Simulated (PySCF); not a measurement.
Method: ωB97X-D3(BJ)/def2-TZVP // B3LYP-D3(BJ)/def2-SVP run with PySCF 2.14.0. Isolated molecules, 0 K electronic values unless said otherwise. One relaxed conformer stands for a flexible species; it need not be the lowest. Delta-SCF ions had no search for a lower state. 

Reference species (SMILES): `C[CH2][SnH2][CH2]C` (C–C–Sn–C torsion -180°, C–Sn–C–C torsion -178°) (neutral, multiplicity 1).

The HOMO–LUMO gap is 11.82 eV and the vertical ionisation energy (Delta-SCF) comes out as 9.38 eV. The HOMO comes out as -9.64 eV.

After one change: the HOMO–LUMO gap rises by 2.20 eV; the vertical ionisation energy (Delta-SCF) rises by 2.44 eV; the HOMO decreases by 1.99 eV.

Which change was made? The new species is one of these.
A. `C[CH2][Sn]([CH2]C)([CH2]C)[CH2]C`
B. `[SnH4]`
C. `C[CH2][SnH]([CH2]C)[CH2]C`
D. `C[CH2][SnH3]`

B, `[SnH4]`
